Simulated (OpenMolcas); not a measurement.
Sm2+ among 6 point charges of -2 e arranged as a trigonal antiprism (D3d), 3.16 Å from the ion, with a polar angle of 59.1° against the regular 54.74°.
```
   0.0000    2.7119    1.6221  -2.00
  -2.3486   -1.3559    1.6221  -2.00
   2.3486   -1.3559    1.6221  -2.00
   0.0000   -2.7119   -1.6221  -2.00
   2.3486    1.3559   -1.6221  -2.00
  -2.3486    1.3559   -1.6221  -2.00
```

```yaml
Program: OpenMolcas
Method: CASSCF
Basis: ANO-RCC-VDZP [7s6p4d2f1g]
Scalar_Hamiltonian: DKH2, point nucleus
Active_space: 6 electrons in 7 orbitals (4f)
State_averaging: 2S+1 = 7 even, 7 roots; 2S+1 = 5 even, 91 roots kept (CI in the orbitals of an earlier block, 86 in the spin-orbit step); 2S+1 = 3 even, 91 roots kept (CI in the orbitals of an earlier block, 77 in the spin-orbit step); 2S+1 = 1 even, 1 root kept (CI in the orbitals of an earlier block, 0 in the spin-orbit step)
Spin-orbit_coupling: state interaction with AMFI integrals over the reference wave functions
```

Q: What is the spin-free ground state (labels of D3, the rotations of D3d)?

A: 7A2, 1-fold in its orbital part, 100 % from free-ion F terms; it has the highest spin that f6 allows.

Q: Where is the first state of the same spin?

A: 7A1 at 52.2 cm-1 above the ground state.

Q: What are the lowest two levels with spin-orbit coupling?

A: A 1-fold level A1, then a 1-fold level A2 132.2 cm-1 above it. Their leading multiplicities are 7 (96 %) and 7 (97 %).

Q: What is χT at 300 K, and how does it compare with the textbook value?

A: Hund's rules give f6 a J = 0 ground level with no moment of its own; the computed χT of 1.568 cm3 K/mol at 300 K comes from higher levels.

High states are left out of the spin-orbit mixing, which shifts the levels that they would mix with. Point charges carry no covalency, so the field is a model and not that of real ligands. The first state left out of the spin-orbit step lies near 44000 cm-1 above the lowest spin-free state of the reference (among the parities and spins computed), and the lists stop at four fifths of that energy or lower. No measured value stands beside these numbers.
